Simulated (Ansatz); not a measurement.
Reaction (formal exchange of groups at a Ge–Ge bond): `[SiH3][GeH2][GeH2][SiH2][GeH3]` + `[SiH3][GeH2][SiH3]` → `[SiH3][GeH2][SiH2][GeH2][SiH2][GeH3]` + `[SiH3][GeH3]`

Gas-phase electronic energies from Ansatz, PBE0-D4/def2-TZVP geometries. CCSD(T)/CBS adds triple-zeta CCSD(T) − MP2 to the extrapolated MP2 energy (def2 sets, frozen cores). DFT in def2-TZVPP. HSE06 is defined as in plane-wave codes. For Ge outer-core shells are correlated without core-valence functions, which leaves a few kJ/mol of doubt a bond. Scalar relativity is left out up to krypton. Each species was taken in one conformer, which may not be the lowest.

Task: Is it downhill or uphill in electronic energy at CCSD(T)/CBS, and by how much? (An estimate is asked.)

Result: Ansatz gave: Uphill: ΔE = +11.1 kJ/mol.

Task: What do these levels give: PBE-QIDH, revPBE, PBE0, HSE06, HF/def2-TZVPP, CCSD/CBS(def2)? (Estimate.)

Result: Computed: PBE-QIDH 12.4, revPBE 16.1, PBE0 12.9, HSE06 12.9, HF/def2-TZVPP 22.0, CCSD/CBS(def2) 13.1 kJ/mol.

Largest T1 diagnostic among the species: 0.013.

In def2-TZVPP, CCSD(T) changes the Hartree–Fock value by −10.6 kJ/mol (the triples alone add −1.9 kJ/mol) and MP2 by −8.4 kJ/mol. Leaving LDA and LC-ωPBE aside and taking each functional with its dispersion term where it has one, the values, not all of them listed here, spread over 13.9 kJ/mol, from B97M-V to B2PLYP. LDA lies −8.0 kJ/mol from PBE without D4. The D4 term adds −8.1 kJ/mol with B3LYP and −5.0 kJ/mol with PBE0; it sums over pairs of atoms, weighted by their polarisabilities, and B3LYP, whose exchange is more repulsive, gets the larger term.

B3LYP here is the variant with VWN-RPA as its local correlation; programs differ in this.
